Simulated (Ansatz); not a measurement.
Basis sets compared for HgO₂⁻. The state is a doublet with charge -1. Geometry PBE-D4/def2-TZVPD. Ansatz on 4 threads of Arm Neoverse V1 on a shared host; times are rough, and most runs start from earlier orbitals.

```csv
atom,x (Å),y (Å),z (Å)
Hg1,0.0001,-0.0001,0.0000
O2,0.5892,0.3182,1.8142
O3,-0.5893,-0.3181,-1.8142
```

In the def2 sets Hg takes a core potential; there is no spin–orbit coupling. At PBE-D4/def2-SVPD, PBE-D4/def2-TZVPD the highest occupied level of the charge -1 doublet lies above zero (up to 0.15 eV). By energy differences its removal costs 2.66 eV (vertical, to the charge 0 triplet, at PBE0-D4/def2-TZVPD). The structure comes from a short search, and lower isomers may exist.

```json
{"level": "PBE-D4/def2-SVPD", "functions": "81", "energy (Eh)": "-303.6571", "HOMO (eV)": "0.15", "LUMO (eV)": "0.36", "wall time": "3.4 s"}
{"level": "PBE0-D4/def2-SVPD", "functions": "81", "energy (Eh)": "-303.5778", "HOMO (eV)": "-0.94", "LUMO (eV)": "1.37", "wall time": "4.8 s"}
```

Estimate the rows for PBE-D4/def2-TZVPD, PBE0-D4/def2-TZVPD.


```csv
level,functions,energy (Eh),HOMO (eV),LUMO (eV),wall time
PBE-D4/def2-TZVPD,126,-303.8397,0.14,0.39,6 s
PBE0-D4/def2-TZVPD,126,-303.7611,-0.91,1.44,17 s
```
